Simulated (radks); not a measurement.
The numbers below are computed, except where a source is named.
Neutral tantalum inside a hard spherical wall (all orbitals vanish at R), configuration held at [Xe] 4f14 5d3 6s2 and not refilled when levels cross. Code: a radial shooting solver on a logarithmic mesh with Libxc functionals. Model: scalar-relativistic Kohn-Sham, LDA (Slater exchange, VWN5 correlation), spin-unpolarised, spherical densities, finite nucleus; Fermi nuclear charge, rms radius 5.3507 fm. Eigenvalues in eV, with the zero of energy where the potential of the charges vanishes at infinity; a dash marks a level that is unbound or too diffuse for the functional's potential to be trusted. A positive occupied level is held by the wall or, in an anion where self-interaction has pushed it up, behind a barrier. The pressure on the wall is -dE/dV.

| R (bohr) | E (hartree) | kinetic (hartree) | e(5p) | e(4f) | e(6s) | e(5d) | e(6p, empty) | e(7s, empty) | pressure (GPa) |
|---|---|---|---|---|---|---|---|---|---|
| free | -15593.1088 | 17122.240 | -39.569 | -24.938 | -5.609 | -3.785 | -1.476 | -0.061 | 0 |
| 15 | -15593.1088 | 17122.240 | -39.569 | -24.938 | -5.609 | -3.785 | -1.472 | 0.278 | < 0.0001 |
| 10 | -15593.1083 | 17122.246 | -39.524 | -24.893 | -5.576 | -3.746 | -1.332 | 1.751 | 0.0148 |
| 7 | -15593.0905 | 17122.375 | -38.845 | -24.191 | -5.005 | -3.148 | -0.137 | 7.269 | 1.02 |
| 6 | -15593.0498 | 17122.607 | -37.891 | -23.190 | -4.091 | -2.296 | 1.435 | 12.835 | 4.51 |
| 4 | -15592.4367 | 17125.157 | -31.614 | -16.301 | 4.864 | 4.081 | 14.821 | 50.631 | 128 |
| 3.5 | -15591.7890 | 17127.594 | -27.863 | -11.975 | 12.583 | 8.553 | 25.538 | 77.119 | 355 |
| 3 | -15590.3297 | 17133.023 | -21.649 | -4.695 | 28.031 | 16.591 | 45.854 | 123.73 | 1140 |
| 2.5 | -15586.5726 | 17146.759 | -9.531 | 9.061 | 62.343 | 32.924 | 88.048 | 213.48 | 4530 |
| 2 | -15575.0709 | 17186.559 | 19.626 | 38.309 | 148.45 | 71.789 | 187.02 | 409.16 | 23500 |
| 1.5 | -15530.4881 | 17327.902 | 113.15 | 110.99 | 405.11 | 188.94 | 466.08 | 922.31 | 182000 |
